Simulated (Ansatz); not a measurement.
Stepwise reaction of `[OH][AlH2]` with ammonia, as a gas-phase model of exchange steps in deposition or etching. ΔE in kJ/mol; ΔG adds harmonic PBE0-D4 terms to CCSD(T)/CBS, at 1 bar.

Gas-phase electronic energies from Ansatz, PBE0-D4/def2-TZVP geometries. CCSD(T)/CBS adds triple-zeta CCSD(T) − MP2 to the extrapolated MP2 energy (def2 sets, frozen cores). This one scheme is used for every species. DFT in def2-TZVPP. B3LYP here is the variant with VWN-RPA as its local correlation; programs differ in this. Each species was taken in one conformer, which may not be the lowest.

```tsv
step	reaction	PBE-D4	B3LYP-D4	ωB97M-V	CCSD(T)/CBS	ΔG(500 K)
2	`[NH2][AlH][OH]` + NH₃ → `[NH2][Al]([NH2])[OH]` + H₂	-54.3	-59.7	-58.2	-61.8	-66.4
```

Question: Give the row of step 1, `[OH][AlH2]` + NH₃ → `[NH2][AlH][OH]` + H₂. (Best estimate.)

Answer: Computed: 
```csv
step,reaction,PBE-D4,B3LYP-D4,ωB97M-V,CCSD(T)/CBS,ΔG(500 K)
1,`[OH][AlH2]` + NH₃ → `[NH2][AlH][OH]` + H₂,-72.0,-75.1,-74.1,-76.2,-75.9
```

Question: By hand: ΔE of the 2 steps together at CCSD(T)/CBS.

Answer: (-76.2) + (-61.8) = -138.0 kJ/mol, or -69.0 kJ/mol a step.

In ΔE each step is higher than the one before. All are downhill at CCSD(T)/CBS. ΔG lies between -75.9 and -66.4 kJ/mol a step. PBE-D4 differs from CCSD(T)/CBS by 4.2 to 7.5 kJ/mol a step. Isolated molecules leave out the surface, adducts and barriers. Largest T1 diagnostic: 0.012.
